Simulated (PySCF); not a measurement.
Gas-phase reaction: 3 SnO + 6 I2 = 3 SnI4 + O3

Method: PySCF energies plus ideal-gas RRHO corrections (1 bar). † marks an energy on the PBE0/def2-TZVP geometry and frequencies; other levels use their own. CCSD(T) freezes the core. All species are closed-shell singlets. B3LYP is the form with VWN-RPA correlation. I, Sn: scalar-relativistic def2 core potential, no spin-orbit coupling. CCSD(T) isn't extrapolated to the basis-set limit. Strong static correlation: O3. Warning, large T1 diagnostic: O3, SnO (CCSD(T)/def2-SVP†).

PBE0/def2-TZVP gives ΔH°(298 K) = -714 kJ.

**Question.** What do B3LYP/def2-TZVP†, ωB97X-V/def2-TZVP†, CCSD(T)/def2-SVP† give?

**Answer.** B3LYP/def2-TZVP†: -522 kJ; ωB97X-V/def2-TZVP†: -733 kJ; CCSD(T)/def2-SVP†: -750 kJ. For scale, ΔH°(298 K) is -714 kJ at this level, -699 kJ at ωB97M-V/def2-TZVP†, and runs from -845 to -410 kJ over the 17 levels computed († marks an energy on the PBE0/def2-TZVP geometry).
